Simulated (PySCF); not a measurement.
Species: C₃H₇BO₂.
SMILES with atom numbers: `[CH3:1][C@@H:2]1[CH2:3][O:4][BH:5][O:6]1` (hydrogens: H7, H8, H9 on C1; H10 on C2; H11, H12 on C3; H13 on B5)

Computed by this run: PBE0-D3(BJ)/def2-SVP geometry optimisation, gas phase in PySCF 2.14.0; density fitting, grid level 1; the optimiser is geomeTRIC in internal coordinates, started from a GFN2-xTB structure with every atom displaced at random (about 0.01 Å).

Geometry at step 2:
```
atom  x, y, z in Å
C1     -1.2461   -0.8327   -0.6706
C2     -0.2983   -0.3323    0.3925
C3      0.0238    1.1764    0.3077
O4      1.4362    1.2634    0.3144
B5      1.9336   -0.0006    0.2215
O6      0.9758   -0.9646    0.2638
H7     -0.8186   -0.6763   -1.6731
H8     -1.4402   -1.9088   -0.5417
H9     -2.2115   -0.3049   -0.6169
H10    -0.6988   -0.5897    1.3892
H11    -0.3913    1.7512    1.1502
H12    -0.3623    1.6269   -0.6255
H13     3.1043   -0.2636    0.1444
```

Question: What forces act on the atoms?

Answer: 
| atom | Fx (eV/Å) | Fy (eV/Å) | Fz (eV/Å) |
| --- | --- | --- | --- |
| C1 | -0.096 | -0.092 | -0.015 |
| C2 | 0.002 | -0.002 | 0.028 |
| C3 | -0.079 | 0.066 | -0.072 |
| O4 | 0.136 | 0.022 | -0.105 |
| B5 | 0.005 | -0.091 | 0.205 |
| O6 | -0.041 | -0.006 | -0.083 |
| H7 | 0.003 | 0.027 | 0.010 |
| H8 | 0.031 | 0.044 | -0.028 |
| H9 | 0.023 | 0.003 | 0.026 |
| H10 | 0.025 | 0.011 | 0.003 |
| H11 | 0.019 | -0.029 | 0.022 |
| H12 | 0.008 | -0.048 | 0.037 |
| H13 | -0.036 | 0.097 | -0.027 |

The largest, 0.22 eV/Å, acts on B5; the rms over all components is 0.061 eV/Å. The forces sum to zero within rounding, as they must for an isolated molecule in no field.

Question: Give the force on B5 in Eh/bohr and in nN.

Answer: 0.224 eV/Å ÷ 51.422 = 0.00436 Eh/bohr, and 0.224 eV/Å × 1.602 = 0.36 nN.

Question: How far is this geometry from the end of the optimisation?

Answer: 0.006 eV above it, and 0.053 Å rms away after alignment. The bonds farthest from their final lengths, with half the difference of the two atoms' forces along the bond (positive lengthens):

```json
{"bond": "C3–O4", "now (Å)": "1.415", "final (Å)": "1.418", "force along bond (eV/Å)": "+0.11"}
{"bond": "B5–H13", "now (Å)": "1.202", "final (Å)": "1.200", "force along bond (eV/Å)": "-0.03"}
{"bond": "C3–H12", "now (Å)": "1.106", "final (Å)": "1.104", "force along bond (eV/Å)": "-0.08"}
{"bond": "C1–H8", "now (Å)": "1.101", "final (Å)": "1.099", "force along bond (eV/Å)": "-0.08"}
```

The angle farthest from its final value is O4–B5–H13, 124.3° against 123.1°.

The cost below is that of the whole optimisation. On one thread, Arm Neoverse V2 (aarch64), shared host with 96 logical CPUs at a one-minute load of 42, this took 46 s wall and 0.50 GiB of memory at its peak.
